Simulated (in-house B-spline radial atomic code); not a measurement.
Functionals against successive ionisation energies: Mo to Mo⁶⁺

Ionisation energies as differences of self-consistent total energies from a B-spline radial code for spherical atoms: all electrons, radial basis limit, scalar-relativistic (one-electron X2C), spin-polarised at highest spin, spherical densities; exact exchange is averaged over the determinants of each configuration. No spin-orbit coupling, Breit or QED terms. NIST's values run from ground level to ground level, so in open shells the differences also hold multiplet and fine-structure energies that spherical high-spin averages miss. Columns give computed minus NIST, in eV; a star marks a semi-empirical value. Species are left out where the tabulated value is theory, is uncertain by more than 0.12 eV, or (13 ions, such as In⁴⁺, Te⁴⁺ and Bi⁴⁺) lies off its series for all methods alike, which flatters the means a little.

```
species  shell       NIST (eV)  Hartree-Fock  LDA VWN5   BLYP  r2SCAN  LC-wPBE   OLYP
     Mo     5s            7.09         -0.84     +0.62  +0.18   +0.38    -0.28  -0.07
   Mo³⁺     4d   40.33 ± 0.06*         -1.10     +0.21  -0.11   +0.13    +0.05  +0.21
   Mo⁴⁺     4d   54.42 ± 0.02*         -1.51     -0.16  -0.45   -0.48    -0.26  -0.08
   Mo⁵⁺     4d           68.83         -1.32     +0.06  -0.22   -0.67    -0.03  +0.19
   Mo⁶⁺     4p  125.64 ± 0.03*         -0.19     +0.79  +0.38   +1.31    +0.67  +0.92
```

Problem. How do the methods rank, and which species is hardest?

Solution. Mean absolute (signed) differences: LC-wPBE 0.26 (+0.03) eV; BLYP 0.27 (-0.04) eV; OLYP 0.29 (+0.23) eV; LDA VWN5 0.37 (+0.30) eV; r2SCAN 0.59 (+0.13) eV; Hartree-Fock 0.99 (-0.99) eV. For Mo⁶⁺, which loses a 4p electron, the nearest method is off by -0.19 eV, the largest such miss. The first two are tied within the accuracy of the references. Hartree-Fock comes too low mainly by the correlation energy of the removed electron.
